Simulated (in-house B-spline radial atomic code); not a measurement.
Ionising Ru5+ with different functionals

Computed with a B-spline radial code for spherical atoms: scalar-relativistic (spin-free X2C) Hamiltonian, Fermi nucleus of rms radius 4.4809 fm, spin-polarised at highest spin, spherical fractional occupations for the functionals, the average over the highest-spin determinants for Hartree-Fock. The ionisation energy is the difference of two self-consistent energies, [Kr] 4d3 → [Kr] 4d2, without Breit or QED terms; ε is the level of the shell that loses the electron (its least bound occupied spin orbital). There is no spin-orbit coupling in this Hamiltonian.

Hybrids are left out here: with spherical fractional occupations of an open shell their exact exchange keeps a self-interaction that integer-occupation calculations don't have.

```tsv
method	rung	ΔSCF (eV)	-ε(4d) (eV)
Hartree-Fock	Hartree-Fock	?	?
LDA VWN5	LDA	76.96	68.85
LDA PW92	LDA	76.95	68.84
LDA exchange-only	LDA	75.46	67.40
PBE	GGA	76.90	68.80
PBEsol	GGA	76.86	68.75
BLYP	GGA	76.66	68.54
RPBE	GGA	76.87	68.77
PW91	GGA	?	?
BP86	GGA	76.91	68.80
AM05	GGA	76.82	68.71
OLYP	GGA	77.21	69.07
TPSS	meta-GGA	76.82	68.73
SCAN	meta-GGA	76.95	68.95
r2SCAN	meta-GGA	77.00	69.01
revTPSS	meta-GGA	76.76	68.68
```

Question: What does Hartree-Fock give?

Answer: ΔSCF 75.74 eV, and -ε(4d) = 76.49 eV.

Question: What does PW91 give?

Answer: ΔSCF 76.97 eV, and -ε(4d) = 68.87 eV.

Question: How do they compare with the NIST value?

Answer: NIST lists 76 eV ± 2 (tabulated theory, ground level to ground level). Errors run from -0.54 to +1.21 eV; all lie within about twice that uncertainty, so the table can't rank the methods. Hartree-Fock also lacks correlation.
